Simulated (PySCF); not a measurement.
Below is a simulated gas-phase Cl 2p photoelectron spectrum of `ClB(Cl)Cl`.

Every computed line was given a Gaussian of 0.4 eV full width at half maximum and an area set by the number of equivalent atoms (split 2:1 within a doublet); the highest printed point is 100. Computed, not measured: PySCF 2.14.0, delta-SCF UKS SCAN, pcX-2 on the ionised atom, pcseg-1 elsewhere, spin-free X2C.

binding energy (eV), intensity and a bar:
```
    206.5          0 
    206.6          1 
    206.7          7 ##
    206.8         23 #######
    206.9         53 ################
    207.0         86 ##########################
    207.1        100 ##############################
    207.2         82 #########################
    207.3         48 ##############
    207.4         20 ######
    207.5          6 ##
    207.6          1 
    207.7          0 
    207.8          0 
    207.9          0 
    208.0          0 
    208.1          0 
    208.2          0 
    208.3          2 
    208.4          6 ##
    208.5         17 #####
    208.6         34 ##########
    208.7         48 ##############
    208.8         48 ##############
    208.9         33 ##########
    209.0         17 #####
    209.1          6 ##
    209.2          1 
    209.3          0
```

Q: How many maxima does the curve show, and how many computed lines lie under it?

A: The curve has 2 maxima (at 207.1 and 208.7 eV). Under it lie 2 lines from 1 inequivalent chlorine site, drawn as a 2p3/2, 2p1/2 pair.

Q: Decompose the envelope and assign each component. Bonds: B1–Cl2, B1–Cl3, B1–Cl4.

A: 
```csv
position (eV),relative area,line,atoms,environment
207.09,2.00,Cl 2p3/2,Cl2/Cl3/Cl4,chlorine bonded to B
208.75,1.00,Cl 2p1/2,Cl2/Cl3/Cl4,chlorine bonded to B
```

The curve has no shake-up lines and no vibrational structure. The first atom of each set that the bonding makes equivalent was ionised and stands for the set. Spin–orbit coupling isn't in the SCF: each 2p doublet comes from a relaxed spin-free hole plus a matrix of the shell (mean-field spin–orbit coupling and the ground-state 2p splitting), with 2p3/2 averaged over its two sublevels. 2p1/2 minus 2p3/2 (ligand field included): Cl 1.65 eV. Geometry: PBE0-D3(BJ)/def2-SVP; no solvent, vibrations or thermal averaging.

The run took 5.1 s wall on an Arm Neoverse V2 with one thread, no GPU, shared host.
